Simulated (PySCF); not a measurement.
CH₆FNOSi₂, SMILES C1[SiH2]N[Si@H](F)O1.

The structure is a stationary point at PBE-D3(BJ)/def2-SVP. The structure was generated by enumeration; whether it is a known compound was not checked. The values are those of a single conformer.

These are TDDFT-ωB97X/def2-SVPD (PySCF) values and carry that method's errors.

Vertical excitations. Isolated molecule, no solvent.

### Question
List the lowest excited states. (An estimate is asked for; the answer gives what the named calculation found.)

### Answer

```csv
state,energy (eV),λ (nm),f,main pairs
S1,6.85,181,0.008,HOMO→LUMO 89 %
S2,7.47,166,0.023,HOMO−1→LUMO 61 %
S3,7.66,162,0.016,"HOMO→LUMO+1 67 %, HOMO−1→LUMO 11 %"
S4,8.04,154,0.024,"HOMO−2→LUMO 31 %, HOMO→LUMO+3 22 %, HOMO→LUMO+2 18 %, HOMO−2→LUMO+2 5 %"
S5,8.22,151,0.044,HOMO−1→LUMO+1 70 %
S6,8.32,149,0.011,"HOMO→LUMO+3 38 %, HOMO−2→LUMO 14 %, HOMO−2→LUMO+2 9 %, HOMO−1→LUMO+1 8 %"
S7,8.46,147,0.006,"HOMO→LUMO+2 42 %, HOMO−2→LUMO+2 8 %, HOMO→LUMO+4 6 %"
S8,8.78,141,0.029,"HOMO−2→LUMO 15 %, HOMO→LUMO+4 10 %, HOMO−1→LUMO+3 9 %, HOMO−2→LUMO+1 8 %"
S9,8.82,141,0.001,HOMO−2→LUMO+1 50 %
S10,9.01,138,0.070,"HOMO→LUMO+6 22 %, HOMO→LUMO+7 12 %, HOMO−1→LUMO+3 11 %, HOMO−4→LUMO 6 %"
T1,6.55,189,0,HOMO→LUMO 85 %
T2,7.02,177,0,HOMO−1→LUMO 68 %
T3,7.46,166,0,"HOMO→LUMO+1 61 %, HOMO→LUMO+2 12 %"
T4,7.71,161,0,"HOMO−2→LUMO 29 %, HOMO→LUMO+3 17 %, HOMO→LUMO+2 10 %, HOMO→LUMO+1 8 %"
```
Triplets are in the Tamm–Dancoff approximation, which puts them higher than full response would, so one can lie above its singlet here.
